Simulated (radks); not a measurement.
The numbers below are computed, except where a source is named.
Valence configurations of S+ (all share [Ne]). Level of theory: scalar-relativistic Kohn-Sham, LDA (Slater exchange, Perdew-Wang correlation), spin-polarised, spherical densities, finite nucleus; open shells are filled with parallel spins first; Fermi nuclear charge, rms radius 3.2611 fm (a radial shooting solver on a logarithmic mesh with Libxc functionals). Order these by energy: 3s1 3p4; 3s2 3p3; 3p5; 3s1.5 3p3.5; 3s0.5 3p4.5.

Answer. From the lowest, in eV above it: 3s2 3p3 0.000; 3s1.5 3p3.5 5.295; 3s1 3p4 10.591; 3s0.5 3p4.5 17.312; 3p5 23.528. NIST lists [Ne] 3s2 3p3 as the ground configuration; this level of theory agrees among the configurations tried. The energies are those of spherical high-spin densities, not of single terms.
